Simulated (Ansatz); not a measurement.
Total energies of `C[S][SnH3]`.

Cartesian coordinates in Å:
```
C -0.399 1.553 0.310
S 1.091 0.804 -0.410
Sn 0.455 -1.503 -0.330
H -0.228 2.629 0.329
H -0.568 1.209 1.331
H -1.282 1.353 -0.299
H 0.140 -1.934 1.294
H 1.757 -2.393 -0.971
H -0.966 -1.719 -1.254
```

The species carries charge 0 and has multiplicity 1. Correlated methods include outer-core shells of Sn, which these sets cover unevenly. Sn: def2 effective core potential. The geometry is a stationary point of PBE0-D4/def2-TZVP. Basis def2-TZVPP, Ansatz 0.2.0.

RPA on PBE orbitals: Hartree–Fock energy of these orbitals -652.22242 Eh, correlation -1.12261 Eh (frozen core).

```tsv
functional	energy without D4 (Eh)	D4 term (kJ/mol)
PBE0	-654.04516	-15.4
B3LYP	-654.32966	-29.6
HSE06 (plane-wave form)	-654.03292	-14.5
BHLYP	-654.12925	-25.1
CAM-B3LYP	-654.19843	-15.9
LC-ωPBE	-654.13383	–
ωB97X-V	-654.14292	–
ωB97M-V	-654.12284	–
B2PLYP	-653.84901	–
PBE-QIDH	-653.75916	–
```

(1) Give the same for LDA (SPW92), PBE, revPBE, BLYP, r2SCAN, B97M-V, r2SCANh, r2SCAN0. (Estimate.)

B3LYP takes the VWN-RPA correlation (the form of Gaussian; ORCA's B3LYP/G). HSE06 is the plane-wave form, built on full-range PBE exchange. The double hybrids freeze the cores in their second-order part.

## Answers

(1) Computed: 
```csv
functional,energy without D4 (Eh),D4 term (kJ/mol)
LDA (SPW92),-652.10521,–
PBE,-653.98979,-18.2
revPBE,-654.19150,-50.0
BLYP,-654.13903,-39.3
r2SCAN,-654.25712,-4.2
B97M-V,-654.13819,–
r2SCANh,-654.24288,-4.6
r2SCAN0,-654.22249,-5.1
```

LC-ωPBE has ω = 0.4 bohr⁻¹.
